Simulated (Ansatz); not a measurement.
Geometry optimisation, Ansatz, UKS PBE0-D4/def2-SVP.

input.yaml

```yaml
crystal:
  periodic: [false, false, false]
  atoms:
    - { symbol: B, position_ang: [0.0, 1.0e-06, -0.065166] }
    - { symbol: Cl, position_ang: [0.0, 0.0, 1.747692] }
    - { symbol: F, position_ang: [1.131927, 0.0, -0.715151] }
    - { symbol: F, position_ang: [-1.131927, 0.0, -0.715151] }
    - { symbol: Cl, position_ang: [0.0, 0.0, 4.987775] }
magnetization:
  spin_polarized: true
  initial_magnetization: 1
basis:
  gaussian: { orbitals: def2-SVP }
hamiltonian:
  xc: pbe0
  dispersion: d4
relax:
  f_tol: 0.03
  max_steps: 50
```

Launched with:

```bash
$ ansatz run input.yaml --threads 2 --pin off --max-ram 3072MiB --backend cpu --events-out ev --progress --plain --runs-dir out
```

Question: Where does it end, and by what steps?

Answer: The forces met the threshold. After 20 steps the energy has fallen by 0.194 eV; Cl5 moved furthest, 1.42 Å.

| step | energy less start (eV) | largest force component (eV/Å) | accepted |
| --- | --- | --- | --- |
| 0 | 0.0000 | 1.409 | yes |
| 1 | -0.0354 | 0.853 | yes |
| 2 | -0.0483 | 0.121 | yes |
| 3 | -0.0443 | 0.448 | no |
| 4 | -0.0485 | 0.183 | yes |
| 5 | -0.0490 | 0.111 | yes |
| 6 | -0.0501 | 0.175 | yes |
| 7 | -0.0411 | 0.486 | no |
| 8 | -0.0517 | 0.235 | yes |
| 9 | -0.0569 | 0.151 | yes |
| 10 | -0.0660 | 0.150 | yes |
| 11 | -0.0709 | 0.544 | yes |
| 12 | -0.0732 | 0.480 | yes |
| 13 | -0.1053 | 0.247 | yes |
| 14 | -0.1285 | 0.365 | yes |
| 15 | -0.1527 | 0.427 | yes |
| 16 | -0.1751 | 0.398 | yes |
| 17 | -0.1888 | 0.457 | yes |
| 18 | -0.1938 | 0.128 | yes |
| 19 | -0.1942 | 0.035 | yes |
| 20 | -0.1943 | 0.001 | yes |

```xyz
5
Properties=species:S:1:pos:R:3
B 0.113 0.001 0.275
Cl 1.171 0.021 1.678
F 0.644 -0.021 -0.919
F -1.182 0.009 0.421
Cl -0.745 -0.010 3.784
```

The run took 2.1 min on 2 threads of Arm Neoverse V2, with other jobs on the host, peak memory 0.3 GiB.
